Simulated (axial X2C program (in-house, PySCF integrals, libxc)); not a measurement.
## Which molecule gave these maps?

PBE0 fields computed with an axial X2C code built on PySCF integrals, with spin–orbit coupling, near the equilibrium distance, one atom at z = 0.

The maps cover the half plane through the axis: z from -2.4 to 4.8 Å along the bond, ρ from 0.15 to 2.25 Å away from it.

log10 of the density in e/bohr³:

```
 ρ\z  -2.4  -1.8  -1.2  -0.6   0.0   0.6   1.2   1.8   2.4   3.0   3.6   4.2   4.8
0.15  -3.2  -2.3  -1.4  -0.1   1.8  -0.1  -1.1  -0.5   1.4  -0.5  -1.4  -2.5  -3.6
0.45  -3.3  -2.3  -1.5  -0.5   0.4  -0.5  -1.2  -0.7   0.1  -0.7  -1.6  -2.6  -3.7
0.75  -3.4  -2.5  -1.7  -1.0  -0.5  -1.1  -1.4  -1.0  -0.7  -1.0  -1.8  -2.8  -3.8
1.05  -3.6  -2.7  -2.0  -1.5  -1.3  -1.5  -1.7  -1.3  -1.1  -1.4  -2.1  -3.0  -4.0
1.35  -3.8  -3.0  -2.4  -1.9  -1.8  -2.0  -2.0  -1.7  -1.6  -1.9  -2.5  -3.3  -4.2
1.65  -4.1  -3.3  -2.7  -2.4  -2.3  -2.4  -2.4  -2.2  -2.1  -2.3  -2.9  -3.6  -4.4
1.95  -4.4  -3.7  -3.1  -2.8  -2.7  -2.8  -2.8  -2.7  -2.6  -2.8  -3.3  -3.9  -4.7
2.25  -4.7  -4.1  -3.6  -3.3  -3.2  -3.3  -3.2  -3.1  -3.1  -3.3  -3.7  -4.3  -5.0
```

Electron localisation function (collinear form, no current term, damped to 0 at low density):

```
 ρ\z  -2.4  -1.8  -1.2  -0.6   0.0   0.6   1.2   1.8   2.4   3.0   3.6   4.2   4.8
0.15  0.49  0.91  0.61  0.60  0.75  0.61  0.49  0.19  0.25  0.21  0.77  0.30  0.01
0.45  0.40  0.91  0.67  0.40  0.76  0.38  0.50  0.46  0.39  0.49  0.75  0.26  0.01
0.75  0.23  0.89  0.76  0.29  0.41  0.21  0.50  0.76  0.50  0.81  0.69  0.19  0.01
1.05  0.08  0.83  0.82  0.42  0.25  0.21  0.45  0.78  0.83  0.82  0.56  0.11  0.00
1.35  0.02  0.64  0.84  0.61  0.34  0.21  0.34  0.68  0.77  0.69  0.38  0.05  0.00
1.65  0.00  0.24  0.72  0.64  0.36  0.15  0.21  0.51  0.59  0.48  0.20  0.02  0.00
1.95  0.00  0.03  0.35  0.43  0.20  0.07  0.11  0.30  0.35  0.24  0.06  0.00  0.00
2.25  0.00  0.00  0.04  0.11  0.06  0.03  0.04  0.11  0.13  0.07  0.01  0.00  0.00
```

Question: Which molecule is it?
A. SnBr⁺
B. InF⁺
C. InN⁺
D. InO

Answer: A. SnBr⁺, with Sn at z = 0 and Br at z = 2.407 Å, state Ω = 0 (closed shell), basis Sn dyall-cv3z [11s12p9d4f1g], Br dyall-cv3z [8s9p6d4f1g] (cores contracted in-house). The state is a single determinant with fixed occupations, the lowest that a limited PBE0 search found.
